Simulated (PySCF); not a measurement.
disilane (H6Si2), singlet, geometry from GFN2-xTB, with bond 8-2 at 2.0 times its length; PySCF with PBE0/cc-pVDZ.

PySCF was given this input:
```python
from pyscf import gto, scf, dft

mol = gto.M(
    atom='''
Si    0.01521338   -0.00610543    1.15250795
Si   -0.01521338    0.00610543   -1.15250795
H     0.04345603    1.34492936    1.72063452
H    -1.16031370   -0.66812016    1.72586040
H     1.18472289   -0.70404486    1.69471504
H    -0.01416071   -1.34506118   -1.72102192
H    -1.19948647    0.67873842   -1.69465422
H     2.30677732    1.38101139   -2.29855969
''',
    basis='cc-pvdz',
    verbose=4,
)

mf = dft.RKS(mol)
mf.xc = 'pbe0'
mf.diis = False
mf.damp = 0.3
mf.diis_start_cycle = 200
mf.max_cycle = 150
mf.kernel()
```

### Question
Predict the main parts of the log of this PySCF run.

### Answer

```
PySCF version 2.14.0

[INPUT] verbose = 4
[INPUT] num. atoms = 8
[INPUT] num. electrons = 34
[INPUT] charge = 0
[INPUT] spin (= nelec alpha-beta = 2S) = 0
[INPUT] symmetry False subgroup None
[INPUT] Mole.unit = angstrom
[INPUT] Symbol           X                Y                Z      unit          X                Y                Z       unit  Magmom
[...]
nuclear repulsion = 88.5012777108737
number of shells = 28
number of NR pGTOs = 124
number of NR cGTOs = 66
basis = cc-pvdz
ecp = {}

******** <class 'pyscf.dft.rks.RKS'> ********
method = RKS
initial guess = minao
damping factor = 0.3
level_shift factor = 0
DIIS disabled
SCF conv_tol = 1e-09
SCF conv_tol_grad = None
SCF max_cycles = 150
direct_scf = True
direct_scf_tol = 1e-13
XC library pyscf.dft.libxc version 7.1.2
    S. Lehtola, C. Steigemann, M. J. T. Oliveira, and M. A. L. Marques,  SoftwareX 7, 1–5 (2018)
XC functionals = pbe0
    C. Adamo and V. Barone,  J. Chem. Phys. 110, 6158 (1999)
    M. Ernzerhof and G. E. Scuseria,  J. Chem. Phys. 110, 5029 (1999)
radial grids:
    Treutler-Ahlrichs [JCP 102, 346 (1995); DOI:10.1063/1.469408] (M4) radial grids

becke partition: Becke, JCP 88, 2547 (1988); DOI:10.1063/1.454033
pruning grids: <function nwchem_prune>
grids dens level: 3
symmetrized grids: False
atomic radii adjust function: <function treutler_atomic_radii_adjust>
small_rho_cutoff = 0
Set gradient conv threshold to 3.16228e-05
Initial guess from minao.
tot grids = 97208
init E= -581.920116908234
[...]
cycle= 1 E= -582.161930114074  delta_E= -0.242  |g|= 0.145  |ddm|= 1.93
[...]
cycle= 2 E= -582.150294478376  delta_E= 0.0116  |g|= 0.166  |ddm|= 0.396
[...]
cycle= 3 E= -582.130362739373  delta_E= 0.0199  |g|= 0.231  |ddm|= 0.623
[...]
cycle= 4 E= -582.076970956172  delta_E= 0.0534  |g|= 0.332  |ddm|= 0.895
[...]
cycle= 5 E= -582.057890216242  delta_E= 0.0191  |g|= 0.373  |ddm|= 1.12
[...]
cycle= 6 E= -581.979735896157  delta_E= 0.0782  |g|= 0.442  |ddm|= 1.32
[...]
cycle= 7 E= -582.002612160603  delta_E= -0.0229  |g|= 0.453  |ddm|= 1.43
[...]
cycle= 8 E= -581.931360636115  delta_E= 0.0713  |g|= 0.48  |ddm|=  1.5
[...]
cycle= 9 E= -581.981984491472  delta_E= -0.0506  |g|= 0.481  |ddm|= 1.53
[...]
cycle= 10 E= -581.915161018507  delta_E= 0.0668  |g|= 0.492  |ddm|= 1.55
[...]
cycle= 11 E= -581.975515726482  delta_E= -0.0604  |g|= 0.49  |ddm|= 1.56
[...]
cycle= 12 E= -581.910005984892  delta_E= 0.0655  |g|= 0.495  |ddm|= 1.57
[...]
cycle= 13 E= -581.973483169734  delta_E= -0.0635  |g|= 0.492  |ddm|= 1.57
[...]
cycle= 14 E= -581.908361525889  delta_E= 0.0651  |g|= 0.496  |ddm|= 1.58
[...]
cycle= 15 E= -581.97283659738  delta_E= -0.0645  |g|= 0.493  |ddm|= 1.58
[...]
cycle= 16 E= -581.907834218103  delta_E= 0.065  |g|= 0.497  |ddm|= 1.58
[...]
cycle= 17 E= -581.972629341786  delta_E= -0.0648  |g|= 0.493  |ddm|= 1.58
[...]
cycle= 18 E= -581.907664472037  delta_E= 0.065  |g|= 0.497  |ddm|= 1.58
[...]
cycle= 19 E= -581.972562609559  delta_E= -0.0649  |g|= 0.493  |ddm|= 1.58
[...]
cycle= 20 E= -581.907609680727  delta_E= 0.065  |g|= 0.497  |ddm|= 1.58
[...]
cycle= 21 E= -581.972541063411  delta_E= -0.0649  |g|= 0.493  |ddm|= 1.58
[...]
cycle= 22 E= -581.907591962032  delta_E= 0.0649  |g|= 0.497  |ddm|= 1.58
[...]
cycle= 23 E= -581.972534094099  delta_E= -0.0649  |g|= 0.493  |ddm|= 1.58
[...]
cycle= 24 E= -581.907586224753  delta_E= 0.0649  |g|= 0.497  |ddm|= 1.58
[...]
cycle= 25 E= -581.972531837069  delta_E= -0.0649  |g|= 0.493  |ddm|= 1.58
[...]
cycle= 26 E= -581.907584365402  delta_E= 0.0649  |g|= 0.497  |ddm|= 1.58
[...]
cycle= 27 E= -581.97253110552  delta_E= -0.0649  |g|= 0.493  |ddm|= 1.58
[...]
cycle= 28 E= -581.907583762458  delta_E= 0.0649  |g|= 0.497  |ddm|= 1.58
[...]
cycle= 29 E= -581.972530868276  delta_E= -0.0649  |g|= 0.493  |ddm|= 1.58
[...]
cycle= 30 E= -581.907583566853  delta_E= 0.0649  |g|= 0.497  |ddm|= 1.58
[...]
cycle= 31 E= -581.972530791305  delta_E= -0.0649  |g|= 0.493  |ddm|= 1.58
[...]
cycle= 32 E= -581.907583503386  delta_E= 0.0649  |g|= 0.497  |ddm|= 1.58
[...]
cycle= 33 E= -581.972530766327  delta_E= -0.0649  |g|= 0.493  |ddm|= 1.58
[...]
cycle= 34 E= -581.90758348278  delta_E= 0.0649  |g|= 0.497  |ddm|= 1.58
[...]
cycle= 35 E= -581.972530758223  delta_E= -0.0649  |g|= 0.493  |ddm|= 1.58
[...]
cycle= 36 E= -581.907583476094  delta_E= 0.0649  |g|= 0.497  |ddm|= 1.58
[...]
cycle= 37 E= -581.972530755591  delta_E= -0.0649  |g|= 0.493  |ddm|= 1.58
[...]
cycle= 38 E= -581.907583473922  delta_E= 0.0649  |g|= 0.497  |ddm|= 1.58
[...]
cycle= 39 E= -581.972530754737  delta_E= -0.0649  |g|= 0.493  |ddm|= 1.58
[...]
cycle= 40 E= -581.907583473218  delta_E= 0.0649  |g|= 0.497  |ddm|= 1.58
[...]
cycle= 41 E= -581.97253075446  delta_E= -0.0649  |g|= 0.493  |ddm|= 1.58
[...]
cycle= 42 E= -581.907583472989  delta_E= 0.0649  |g|= 0.497  |ddm|= 1.58
[...]
cycle= 43 E= -581.972530754371  delta_E= -0.0649  |g|= 0.493  |ddm|= 1.58
[...]
cycle= 44 E= -581.907583472915  delta_E= 0.0649  |g|= 0.497  |ddm|= 1.58
[...]
cycle= 45 E= -581.972530754339  delta_E= -0.0649  |g|= 0.493  |ddm|= 1.58
[...]
cycle= 46 E= -581.907583472893  delta_E= 0.0649  |g|= 0.497  |ddm|= 1.58
[...]
cycle= 47 E= -581.972530754331  delta_E= -0.0649  |g|= 0.493  |ddm|= 1.58
[...]
cycle= 48 E= -581.907583472883  delta_E= 0.0649  |g|= 0.497  |ddm|= 1.58
[...]
cycle= 49 E= -581.972530754327  delta_E= -0.0649  |g|= 0.493  |ddm|= 1.58
[...]
cycle= 50 E= -581.90758347288  delta_E= 0.0649  |g|= 0.497  |ddm|= 1.58
[...]
cycle= 51 E= -581.972530754327  delta_E= -0.0649  |g|= 0.493  |ddm|= 1.58
[...]
cycle= 52 E= -581.907583472879  delta_E= 0.0649  |g|= 0.497  |ddm|= 1.58
[...]
cycle= 53 E= -581.972530754327  delta_E= -0.0649  |g|= 0.493  |ddm|= 1.58
[...]
cycle= 54 E= -581.907583472879  delta_E= 0.0649  |g|= 0.497  |ddm|= 1.58
[...]
cycle= 55 E= -581.972530754328  delta_E= -0.0649  |g|= 0.493  |ddm|= 1.58
[...]
cycle= 56 E= -581.907583472878  delta_E= 0.0649  |g|= 0.497  |ddm|= 1.58
[...]
cycle= 57 E= -581.972530754328  delta_E= -0.0649  |g|= 0.493  |ddm|= 1.58
[...]
[...]
cycle= 77 E= -581.972530754328  delta_E= -0.0649  |g|= 0.493  |ddm|= 1.58
[...]
cycle= 78 E= -581.907583472878  delta_E= 0.0649  |g|= 0.497  |ddm|= 1.58
[...]
cycle= 79 E= -581.972530754328  delta_E= -0.0649  |g|= 0.493  |ddm|= 1.58
[...]
cycle= 80 E= -581.90758347288  delta_E= 0.0649  |g|= 0.497  |ddm|= 1.58
[...]
cycle= 81 E= -581.972530754328  delta_E= -0.0649  |g|= 0.493  |ddm|= 1.58
[...]
cycle= 82 E= -581.907583472879  delta_E= 0.0649  |g|= 0.497  |ddm|= 1.58
[...]
cycle= 83 E= -581.972530754327  delta_E= -0.0649  |g|= 0.493  |ddm|= 1.58
[...]
cycle= 84 E= -581.907583472878  delta_E= 0.0649  |g|= 0.497  |ddm|= 1.58
[...]
cycle= 85 E= -581.972530754327  delta_E= -0.0649  |g|= 0.493  |ddm|= 1.58
[...]
cycle= 86 E= -581.907583472878  delta_E= 0.0649  |g|= 0.497  |ddm|= 1.58
[...]
cycle= 87 E= -581.972530754328  delta_E= -0.0649  |g|= 0.493  |ddm|= 1.58
[...]
cycle= 88 E= -581.907583472879  delta_E= 0.0649  |g|= 0.497  |ddm|= 1.58
[...]
cycle= 89 E= -581.972530754328  delta_E= -0.0649  |g|= 0.493  |ddm|= 1.58
[...]
cycle= 90 E= -581.907583472878  delta_E= 0.0649  |g|= 0.497  |ddm|= 1.58
[...]
cycle= 91 E= -581.972530754328  delta_E= -0.0649  |g|= 0.493  |ddm|= 1.58
[...]
cycle= 92 E= -581.907583472879  delta_E= 0.0649  |g|= 0.497  |ddm|= 1.58
[...]
cycle= 93 E= -581.972530754328  delta_E= -0.0649  |g|= 0.493  |ddm|= 1.58
[...]
cycle= 94 E= -581.90758347288  delta_E= 0.0649  |g|= 0.497  |ddm|= 1.58
[...]
cycle= 95 E= -581.972530754328  delta_E= -0.0649  |g|= 0.493  |ddm|= 1.58
[...]
cycle= 96 E= -581.907583472878  delta_E= 0.0649  |g|= 0.497  |ddm|= 1.58
[...]
cycle= 97 E= -581.972530754328  delta_E= -0.0649  |g|= 0.493  |ddm|= 1.58
[...]
cycle= 98 E= -581.90758347288  delta_E= 0.0649  |g|= 0.497  |ddm|= 1.58
[...]
cycle= 99 E= -581.972530754328  delta_E= -0.0649  |g|= 0.493  |ddm|= 1.58
[...]
cycle= 100 E= -581.907583472879  delta_E= 0.0649  |g|= 0.497  |ddm|= 1.58
[...]
cycle= 101 E= -581.972530754328  delta_E= -0.0649  |g|= 0.493  |ddm|= 1.58
[...]
cycle= 102 E= -581.90758347288  delta_E= 0.0649  |g|= 0.497  |ddm|= 1.58
[...]
cycle= 103 E= -581.972530754328  delta_E= -0.0649  |g|= 0.493  |ddm|= 1.58
[...]
cycle= 104 E= -581.907583472879  delta_E= 0.0649  |g|= 0.497  |ddm|= 1.58
[...]
cycle= 105 E= -581.972530754328  delta_E= -0.0649  |g|= 0.493  |ddm|= 1.58
[...]
cycle= 106 E= -581.907583472879  delta_E= 0.0649  |g|= 0.497  |ddm|= 1.58
[...]
cycle= 107 E= -581.972530754328  delta_E= -0.0649  |g|= 0.493  |ddm|= 1.58
[...]
cycle= 108 E= -581.907583472879  delta_E= 0.0649  |g|= 0.497  |ddm|= 1.58
[...]
cycle= 109 E= -581.972530754328  delta_E= -0.0649  |g|= 0.493  |ddm|= 1.58
[...]
cycle= 110 E= -581.90758347288  delta_E= 0.0649  |g|= 0.497  |ddm|= 1.58
[...]
cycle= 111 E= -581.972530754328  delta_E= -0.0649  |g|= 0.493  |ddm|= 1.58
[...]
cycle= 112 E= -581.907583472879  delta_E= 0.0649  |g|= 0.497  |ddm|= 1.58
[...]
cycle= 113 E= -581.972530754328  delta_E= -0.0649  |g|= 0.493  |ddm|= 1.58
[...]
cycle= 114 E= -581.907583472879  delta_E= 0.0649  |g|= 0.497  |ddm|= 1.58
[...]
cycle= 115 E= -581.972530754328  delta_E= -0.0649  |g|= 0.493  |ddm|= 1.58
[...]
cycle= 116 E= -581.907583472879  delta_E= 0.0649  |g|= 0.497  |ddm|= 1.58
[...]
cycle= 117 E= -581.972530754328  delta_E= -0.0649  |g|= 0.493  |ddm|= 1.58
[...]
cycle= 118 E= -581.907583472878  delta_E= 0.0649  |g|= 0.497  |ddm|= 1.58
[...]
cycle= 119 E= -581.972530754329  delta_E= -0.0649  |g|= 0.493  |ddm|= 1.58
[...]
cycle= 120 E= -581.907583472879  delta_E= 0.0649  |g|= 0.497  |ddm|= 1.58
[...]
cycle= 121 E= -581.972530754328  delta_E= -0.0649  |g|= 0.493  |ddm|= 1.58
[...]
cycle= 122 E= -581.907583472879  delta_E= 0.0649  |g|= 0.497  |ddm|= 1.58
[...]
cycle= 123 E= -581.972530754328  delta_E= -0.0649  |g|= 0.493  |ddm|= 1.58
[...]
cycle= 124 E= -581.907583472878  delta_E= 0.0649  |g|= 0.497  |ddm|= 1.58
[...]
cycle= 125 E= -581.972530754328  delta_E= -0.0649  |g|= 0.493  |ddm|= 1.58
[...]
cycle= 126 E= -581.90758347288  delta_E= 0.0649  |g|= 0.497  |ddm|= 1.58
[...]
cycle= 127 E= -581.972530754327  delta_E= -0.0649  |g|= 0.493  |ddm|= 1.58
[...]
cycle= 128 E= -581.907583472879  delta_E= 0.0649  |g|= 0.497  |ddm|= 1.58
[...]
cycle= 129 E= -581.972530754328  delta_E= -0.0649  |g|= 0.493  |ddm|= 1.58
[...]
cycle= 130 E= -581.907583472878  delta_E= 0.0649  |g|= 0.497  |ddm|= 1.58
[...]
cycle= 131 E= -581.972530754327  delta_E= -0.0649  |g|= 0.493  |ddm|= 1.58
[...]
cycle= 132 E= -581.907583472878  delta_E= 0.0649  |g|= 0.497  |ddm|= 1.58
[...]
cycle= 133 E= -581.972530754328  delta_E= -0.0649  |g|= 0.493  |ddm|= 1.58
[...]
cycle= 134 E= -581.907583472878  delta_E= 0.0649  |g|= 0.497  |ddm|= 1.58
[...]
cycle= 135 E= -581.972530754329  delta_E= -0.0649  |g|= 0.493  |ddm|= 1.58
[...]
cycle= 136 E= -581.907583472878  delta_E= 0.0649  |g|= 0.497  |ddm|= 1.58
[...]
cycle= 137 E= -581.972530754329  delta_E= -0.0649  |g|= 0.493  |ddm|= 1.58
[...]
cycle= 138 E= -581.907583472878  delta_E= 0.0649  |g|= 0.497  |ddm|= 1.58
[...]
cycle= 139 E= -581.972530754328  delta_E= -0.0649  |g|= 0.493  |ddm|= 1.58
[...]
cycle= 140 E= -581.907583472879  delta_E= 0.0649  |g|= 0.497  |ddm|= 1.58
[...]
cycle= 141 E= -581.972530754328  delta_E= -0.0649  |g|= 0.493  |ddm|= 1.58
[...]
cycle= 142 E= -581.907583472879  delta_E= 0.0649  |g|= 0.497  |ddm|= 1.58
[...]
cycle= 143 E= -581.972530754328  delta_E= -0.0649  |g|= 0.493  |ddm|= 1.58
[...]
cycle= 144 E= -581.90758347288  delta_E= 0.0649  |g|= 0.497  |ddm|= 1.58
[...]
cycle= 145 E= -581.972530754328  delta_E= -0.0649  |g|= 0.493  |ddm|= 1.58
[...]
cycle= 146 E= -581.907583472878  delta_E= 0.0649  |g|= 0.497  |ddm|= 1.58
[...]
cycle= 147 E= -581.972530754327  delta_E= -0.0649  |g|= 0.493  |ddm|= 1.58
[...]
cycle= 148 E= -581.90758347288  delta_E= 0.0649  |g|= 0.497  |ddm|= 1.58
[...]
cycle= 149 E= -581.972530754327  delta_E= -0.0649  |g|= 0.493  |ddm|= 1.58
[...]
cycle= 150 E= -581.907583472878  delta_E= 0.0649  |g|= 0.497  |ddm|= 1.58
SCF not converged.
SCF energy = -581.907583472878
```

The run did not converge; its last values are not results.
